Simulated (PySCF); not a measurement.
C₂H₈AsB, SMILES CB(C)[AsH2]. Geometry optimised at PBE0-D3(BJ)/def2-SVP. The structure was generated by enumeration, and PubChem lists no compound with its InChIKey, so it may never have been made.

The numbers are results of PBE0-D3(BJ)/def2-SVP in PySCF, not measurements.

Harmonic wavenumbers (cm⁻¹): 82, 129, 168, 226, 249, 320, 458, 540, 656, 678, 822, 841, 864, 999, 1083, 1153, 1298, 1323, 1408, 1412, 1442, 1444, 2234, 2251, 3027, 3030, 3111, 3114, 3158, 3162. Rotational constants (GHz): 7.155, 2.545, 1.950; symmetry number 1.

Task: Work out the zero-point energy and the ideal-gas rigid-rotor harmonic-oscillator thermochemistry at 298.15 K and 1 atm.

Result: ZPE = ½ Σ hcν = ½ × 40686 cm⁻¹ = 243.36 kJ/mol. H − E(el) = 265.11 kJ/mol. Entropy in J/(mol K): translation 168.23, rotation 111.32, vibration 71.53, total 351.07. G − E(el) = 160.43 kJ/mol. Cp = 111.09 J/(mol K). Modes under 150 cm⁻¹ make the vibrational entropy uncertain.
